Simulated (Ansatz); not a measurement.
CH$_{6}$BNSi, SMILES `CN1B[SiH2]1`, relaxed with RKS PBE-D4/def2-SVP in Ansatz from a rough embedded geometry. The force threshold is 0.03 eV/Å; the program also tests the step.

The species carries charge 0 and has multiplicity 1.

Start:

```xyz
10

C     0.112   -0.031    1.284
N    -0.044    0.774    0.140
B     0.989    0.369   -0.944
Si   -1.010    0.019   -1.065
H     0.367   -1.152    1.076
H    -0.797   -0.073    1.943
H     0.937    0.355    1.959
H     2.069    0.387   -1.318
H    -1.088   -1.473   -0.940
H    -1.534    0.825   -2.135
```

```csv
step,energy (eV),largest force (eV/Å),largest move (Å)
1,-11162.6472,3.759,0.000
2,-11163.7672,2.165,0.195
3,-11164.3865,1.311,0.195
4,-11164.6715,0.784,0.197
5,-11164.8437,0.570,0.195
6,-11164.9659,0.544,0.200
7,-11164.9918,0.248,0.162
8 (rejected),-11164.9818,0.378,0.096
9,-11164.9951,0.056,0.048
10,-11164.9960,0.092,0.055
11 (rejected),-11164.9946,0.275,0.054
12,-11164.9960,0.043,0.016
13,-11164.9964,0.009,0.012
```

End:

```xyz
10

C     0.175   -0.066    1.453
N     0.177    0.057    0.014
B     1.015    0.416   -1.027
Si   -0.797   -0.133   -1.495
H    -0.038   -1.113    1.757
H    -0.616    0.573    1.900
H     1.154    0.234    1.879
H     2.155    0.799   -1.153
H    -1.234   -1.550   -1.763
H    -1.991    0.783   -1.567
```

Run time 19 s (2 threads of an Arm Neoverse V2 on a shared host); peak host memory 0.14 GiB.
